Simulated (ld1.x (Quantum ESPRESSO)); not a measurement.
## Before and after: ultrasoft potential for S (Z = 16)

```json
{"Element": "S (Z = 16)", "Generator": "ld1.x (Quantum ESPRESSO) 7.5", "Type": "ultrasoft", "Functional": "PW91", "Relativity": "scalar-relativistic", "Frozen core": "[Ne]", "Valence charge": "6", "Reference configuration": "3s2 3p4", "Partial waves": "3s (bound): rcut 1.10, rcutus 1.35 bohr; 3s channel at -0.5 Ry: rcut 1.10, rcutus 1.35 bohr; 3p (bound): rcut 1.00, rcutus 1.35 bohr; 3p channel at 0.25 Ry: rcut 1.00, rcutus 1.35 bohr; 3d channel at 0.05 Ry: rcut 1.30, rcutus 1.40 bohr; 3d channel at 0.45 Ry: rcut 1.30, rcutus 1.40 bohr", "Local potential": "all-electron potential smoothed inside 1.20 bohr (lloc = -1)", "Core correction": "none", "Augmentation charge": "built from norm-conserving waves at rcut, not smoothed further"}
```

Change: core correction a·sin(br)/r model core inside 0.58 bohr.

Cutoffs: the cutoffs (Ry, on a coarse ladder) from which the occupation-weighted sum of valence levels, in a spherical-Bessel basis at the reference potential, stays within 10 and 1 mRy of its value at 400 Ry; they do not see the model core or the augmentation charge, which bear on the density cutoff. Errors are all-electron minus pseudo energies relative to the spin-unpolarised reference configuration.

**Question.** How do hardness, ghosts and transferability respond?

**Answer.** The potential gets neither clearly harder nor softer (18 Ry and 40 Ry → 18 Ry and 40 Ry); of the 7 tests that both files solve, the error grows in 0 and shrinks in 4 by more than 15 % and 0.3 meV (median size 4.0 → 0.5 meV); neither file shows a bound ghost. Exchange and correlation are not linear in the density, so unscreening with the valence charge alone errs where core and valence overlap; a model core restores that term. A model core, the more so a compact one, raises the density cutoff, which this test does not measure.

| quantity | base | changed |
| --- | --- | --- |
| cutoff, loose | 18 Ry | 18 Ry |
| cutoff, tight | 40 Ry | 40 Ry |
| bound ghosts | none | none |
| error for 3s2 3p3, meV [ΔE 11.82 eV] | +0.2 | -0.5 |
| error for 3s2 3p2, meV [ΔE 34.17 eV] | +6.8 | +0.6 |
| error for 3s2 3p1, meV [ΔE 68.29 eV] | +37 | +7.6 |
| error for 3s1 3p4, meV [ΔE 22.70 eV] | +4.0 | -0.1 |
| error for 3s2 3p0, meV [ΔE 115.19 eV] | +138 | +27 |
| error for 3s2 3p3.5, meV [ΔE 4.68 eV] | -0.1 | -0.3 |
| error for 3s2 3p4.3, meV [ΔE -1.72 eV] | +0.1 | +0.1 |
| s: phases at 1.54 bohr within 0.05 rad from the reference energy up to (Ry; the scan ends near 5) | to the end of the scan | to the end of the scan |
| p: phases at 1.54 bohr within 0.05 rad from the reference energy up to (Ry; the scan ends near 5) | to the end of the scan | to the end of the scan |
| d: phases at 1.54 bohr within 0.05 rad from the reference energy up to (Ry; the scan ends near 5) | to the end of the scan | to the end of the scan |
| lowest overlap eigenvalue by channel | s 0.31, p 0.72, d 0.95 | s 0.31, p 0.72, d 0.95 |
